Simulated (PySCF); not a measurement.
Input of a run (PBE0-D3(BJ)/def2-SVP geometry optimisation, gas phase, def2 core potentials past Kr (PySCF 2.14.0)), started from GFN2-xTB:
```
{"job": {"xc": "PBE0", "basis": "def2-SVP", "d3": "d3bj", "grid": 1, "maxiter": 30, "shake": 0.01, "kind": "geom"}, "charge": 0, "multiplicity": 1}
B      1.064700     0.023850    -0.027950
Bi    -1.119400    -0.030290    -0.874460
H      1.548750     1.067580     0.168630
H      1.697190    -0.925850     0.109090
H     -1.641450     1.162350     0.322490
H     -1.525620    -1.327660     0.257530
```

Output (energies in Eh, forces in Eh/bohr):
```
step   0  E = -241.75467136  max force = 0.026746
step   1  E = -241.75762618  max force = 0.002801
step   2  E = -241.75767722  max force = 0.000653
step   3  E = -241.75768380  max force = 0.000161
optimisation converged
```

**Question.** Summarise the run.

**Answer.** The energy falls by 7.9 kJ/mol over 4 energy and gradient evaluations, the largest force component goes from 0.0267 to 1.6e-04 Eh/bohr, and the atoms move by 0.042 Å rms after alignment. The bond that changes most is B1–H4 (three-coordinate boron to B–H hydrogen), which lengthens by 0.058 Å. Bonds longer at the end by more than 0.005 Å: 4 of 5; shorter: 1. Among the angles that change most is H5–Bi2–H6, from 89.6° to 92.2°. The energy never rose by more than 1e-6 Eh on the way. The first step brought 98 % of the lowering.

**Question.** What are the final bond lengths?

**Answer.** B1–Bi2 2.320 Å, B1–H3 1.207 Å, B1–H4 1.207 Å, Bi2–H5 1.793 Å, Bi2–H6 1.792 Å. Numbering counts from 1 in the input's order; the species is `[BH2][BiH2]`.

The run used 60 basis functions and 26 SCF cycles in all. Hardware: Arm Neoverse V1, one thread, shared host with 64 logical CPUs at a one-minute load of 30. Cost: 5.9 s, 0.29 GiB resident at most.

Whether it is a minimum is left open (no frequencies). The numbers are those of one conformer.
